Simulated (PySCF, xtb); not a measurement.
CH7Si2, SMILES [SiH2]C[SiH3], multiplicity 2.

Harmonic wavenumbers (cm⁻¹) from GFN2-xTB run with xtb 6.7.1 at its own minimum, in rising order: 104, 127, 164, 480, 494, 514, 519, 693, 719, 759, 786, 799, 808, 818, 1015, 1125, 1455, 2230, 2246, 2252, 2258, 2286, 2932, 2976.

### Question
What does PBE0-D3(BJ)/def2-SVP (PySCF) give at its own minimum? (Estimate from the structure and the level; the computed values follow.)

### Answer
96, 142, 168, 460, 552, 568, 585, 759, 766, 805, 911, 938, 945, 949, 1000, 1067, 1365, 2194, 2217, 2227, 2231, 2233, 3055, 3130. Paired by order, the mean absolute difference is 64 cm⁻¹ and the zero-point energies are 40.8 and 42.0 kcal/mol.
